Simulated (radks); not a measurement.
Values are calculated unless marked as measured or tabulated.
Species: the copper ion Cu2+. Configuration: [Ne] 3s2 3p5 3d10 (not the ground configuration).

Level of theory: non-relativistic Kohn-Sham, BLYP, spin-polarised, spherical densities, point nucleus; open shells are filled with parallel spins first (a radial shooting solver on a logarithmic mesh with Libxc functionals).

Energy parts (eV):
total: -44548.201
kinetic: 44518.935
electron-nucleus: -105934.217
Hartree: 18674.878
exchange-correlation: -1807.797

Orbitals (lengths in bohr, moments of r in powers of bohr; r(max) is where P^2 peaks):
[
 {"orbital": "1s up", "occ.": "1", "eigenvalue (eV)": "-8780.566", "r(max)": "0.03488", "<r>": "0.05290", "<1/r>": "28.51"},
 {"orbital": "1s down", "occ.": "1", "eigenvalue (eV)": "-8779.997", "r(max)": "0.03488", "<r>": "0.05290", "<1/r>": "28.51"},
 {"orbital": "2s up", "occ.": "1", "eigenvalue (eV)": "-1067.916", "r(max)": "0.1997", "<r>": "0.2386", "<1/r>": "6.194"},
 {"orbital": "2s down", "occ.": "1", "eigenvalue (eV)": "-1067.467", "r(max)": "0.1997", "<r>": "0.2386", "<1/r>": "6.194"},
 {"orbital": "2p up", "occ.": "3", "eigenvalue (eV)": "-940.4178", "r(max)": "0.1593", "<r>": "0.2076", "<1/r>": "6.161"},
 {"orbital": "2p down", "occ.": "3", "eigenvalue (eV)": "-939.7623", "r(max)": "0.1594", "<r>": "0.2076", "<1/r>": "6.160"},
 {"orbital": "3s up", "occ.": "1", "eigenvalue (eV)": "-138.2719", "r(max)": "0.6206", "<r>": "0.7183", "<1/r>": "1.970"},
 {"orbital": "3s down", "occ.": "1", "eigenvalue (eV)": "-136.6694", "r(max)": "0.6211", "<r>": "0.7200", "<1/r>": "1.966"},
 {"orbital": "3p up", "occ.": "3", "eigenvalue (eV)": "-98.3760", "r(max)": "0.6209", "<r>": "0.7462", "<1/r>": "1.844"},
 {"orbital": "3p down", "occ.": "2", "eigenvalue (eV)": "-96.8389", "r(max)": "0.6217", "<r>": "0.7490", "<1/r>": "1.838"},
 {"orbital": "3d up", "occ.": "5", "eigenvalue (eV)": "-31.2925", "r(max)": "0.5922", "<r>": "0.9034", "<1/r>": "1.480"},
 {"orbital": "3d down", "occ.": "5", "eigenvalue (eV)": "-30.1302", "r(max)": "0.5938", "<r>": "0.9186", "<1/r>": "1.464"}
]

The highest occupied level is 3d down at -30.130 eV. Summed over all electrons, <r^2> = 15.82 bohr^2, which gives a Langevin (diamagnetic) susceptibility term of -12.5 x 10^-6 cm^3/mol. Spin moment in Bohr magnetons: 1.
